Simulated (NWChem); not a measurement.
H2SeS; SMILES S[SeH]

Computed with NWChem. All runs use the structure optimised with PBE0/def2-SVP. Ions are spin-unrestricted doublets at the neutral geometry; other ion states weren't tried.

For level PBE/def2-SVP:

```yaml
"−ε(HOMO) (eV)": 5.82
```

### Question
What are these values for level PBE0/def2-SVP?

### Answer
The −ε(HOMO) (eV) comes out as 7.07.
